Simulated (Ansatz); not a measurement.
C5H9O3 (SMILES CC(=O)OC(C)C[O]), doublet, geometry from GFN2-xTB; Ansatz (a quantum-chemistry and plane-wave program) with HF/3-21G.

Ansatz was given this input:
Ansatz 0.2 input:
```yaml
crystal:
  periodic: [false, false, false]
  atoms:
    - {symbol: C, position_ang: [2.80860842, 0.18164926, 0.67921703]}
    - {symbol: C, position_ang: [1.46608140, -0.29495148, 0.20029049]}
    - {symbol: O, position_ang: [1.18966660, -1.45739971, 0.00668917]}
    - {symbol: O, position_ang: [0.62692382, 0.71366861, 0.01547812]}
    - {symbol: C, position_ang: [-0.67758382, 0.46530318, -0.52836155]}
    - {symbol: C, position_ang: [-1.45622624, 1.76943529, -0.45542017]}
    - {symbol: C, position_ang: [-1.43400003, -0.64765820, 0.25402440]}
    - {symbol: O, position_ang: [-2.56224375, -1.02647960, -0.26229770]}
    - {symbol: H, position_ang: [3.51351164, 0.12075252, -0.14813079]}
    - {symbol: H, position_ang: [2.74184238, 1.20915525, 1.02176817]}
    - {symbol: H, position_ang: [3.16416593, -0.47053205, 1.47237295]}
    - {symbol: H, position_ang: [-0.56895155, 0.13683708, -1.56933465]}
    - {symbol: H, position_ang: [-1.52887236, 2.10317581, 0.57689440]}
    - {symbol: H, position_ang: [-0.96125878, 2.53914075, -1.04140375]}
    - {symbol: H, position_ang: [-2.45520525, 1.59479312, -0.84458919]}
    - {symbol: H, position_ang: [-0.70100266, -1.51376339, 0.21408096]}
    - {symbol: H, position_ang: [-1.48028090, -0.40054168, 1.34088374]}
basis:
  gaussian:
    orbitals: 3-21G.json
hamiltonian:
  xc: hf
magnetization: {spin_polarized: true, initial_magnetization: 1}
output: {forces: true}
```
The basis file holds 3-21G in the JSON format of the Basis Set Exchange.

The log (banner, timings and long lists left out):

```
Functional definition: HF
1076 factors; integrals over basis functions are off by at most 9.9e-4 eV
mean field evaluation 1: about -11332.8695 eV, gradient 3.5e1 eV
mean field evaluation 2: about -11333.6381 eV, gradient 3.6e1 eV
mean field evaluation 4: about -11340.8874 eV, gradient 5.4e0 eV
mean field evaluation 8: about -11341.5503 eV, gradient 5.4e-1 eV
mean field evaluation 16: about -11341.5908 eV, gradient 2.5e-3 eV
mean field evaluation 32: about -11341.5033 eV, gradient 4.3e-1 eV
mean field evaluation 64: about -11341.0566 eV, gradient 3.3e0 eV
mean field evaluation 96: about -11341.5908 eV, gradient 1.8e-2 eV
mean field -11341.59082945 eV, -416.7957753761 hartree, gradient 2.2e-5 eV, S^2 0.758970; 2 other end points of the search recorded, 0 dependent functions left out
the calculation of the forces begins
reference -11341.59082945 eV, -416.7957753761 hartree; 32, 31 occupied and 58, 59 virtual orbitals, 1076 factors
Total energy: -11341.59082945 eV, -416.7957753761 hartree
Atom 0 at     2.808608     0.181649     0.679217 Å, force     0.180594     0.214041     0.104284 eV/Å
Atom 1 at     1.466081    -0.294951     0.200290 Å, force     1.263894    -0.567905     0.473559 eV/Å
Atom 2 at     1.189667    -1.457400     0.006689 Å, force     0.281797     0.047169    -0.208079 eV/Å
Atom 3 at     0.626924     0.713669     0.015478 Å, force    -0.290880     0.389073     0.190295 eV/Å
Atom 4 at    -0.677584     0.465303    -0.528362 Å, force    -1.535089    -0.157246    -0.723389 eV/Å
Atom 5 at    -1.456226     1.769435    -0.455420 Å, force     0.146460     0.224920    -0.134701 eV/Å
Atom 6 at    -1.434000    -0.647658     0.254024 Å, force     5.870968     0.198497     2.763808 eV/Å
Atom 7 at    -2.562244    -1.026480    -0.262298 Å, force    -4.296217    -1.095076    -2.049102 eV/Å
Atom 8 at     3.513512     0.120753    -0.148131 Å, force    -0.057794     0.029760     0.130848 eV/Å
Atom 9 at     2.741842     1.209155     1.021768 Å, force     0.048262    -0.283023    -0.082026 eV/Å
Atom 10 at     3.164166    -0.470532     1.472373 Å, force    -0.071444     0.113891    -0.178083 eV/Å
Atom 11 at    -0.568952     0.136837    -1.569335 Å, force    -0.078993     0.084351     0.520002 eV/Å
Atom 12 at    -1.528872     2.103176     0.576894 Å, force     0.046347    -0.069674    -0.153343 eV/Å
Atom 13 at    -0.961259     2.539141    -1.041404 Å, force    -0.161212    -0.038084     0.093962 eV/Å
Atom 14 at    -2.455205     1.594793    -0.844589 Å, force     0.112322     0.108944     0.008363 eV/Å
Atom 15 at    -0.701003    -1.513763     0.214081 Å, force    -1.374309     0.704918     0.068584 eV/Å
Atom 16 at    -1.480281    -0.400542     1.340884 Å, force    -0.084707     0.095444    -0.824981 eV/Å
Dipole moment:     0.436515     0.491104     0.135860 e Å
```
